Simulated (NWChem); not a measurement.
CH$_{3}$F$_{3}$Ge; SMILES F[C](F)(F)[GeH3]

```xyz
8

Ge     0.0012     1.1384     0.0010
C     -0.0008    -0.8643    -0.0009
F      0.3268    -1.3661     1.2131
F      0.8864    -1.3648    -0.8926
F     -1.2170    -1.3633    -0.3244
H     -1.0363     1.6053     1.0397
H     -0.3786     1.6072    -1.4163
H      1.4196     1.6035     0.3814
```
Atoms are numbered in this order, from 1.

Program: NWChem. Pople sets run with spherical d functions. Coordinates come from a B3LYP/6-31G* (spherical d) optimisation. GIAO values for the isolated, static molecule; σ is the absolute isotropic shielding, δ = σ(reference) − σ with the isolated reference molecule computed at the same levels (13C: tetramethylsilane, 19F: trichlorofluoromethane, 1H: tetramethylsilane).

| level | σ Ge1 (ppm) | δ C2 (ppm) | δ F3 (ppm) | δ H6 (ppm) |
|---|---|---|---|---|
| PBE0/pcSseg-1 | ? | 141.2 | ? | 4.47 |
| KT2/pcSseg-1 | 1574.8 | 141.0 | -82.8 | 4.43 |
| Hartree-Fock/6-31G* | 1806.7 | 118.4 | -41.4 | 4.63 |
| B3LYP/6-31G* | 1697.4 | 133.1 | -68.2 | 4.52 |

Problem. Some entries are withheld; supply them.

Solution. 
- PBE0/pcSseg-1, σ Ge1 (ppm): 1559.1
- PBE0/pcSseg-1, δ F3 (ppm): -66.7
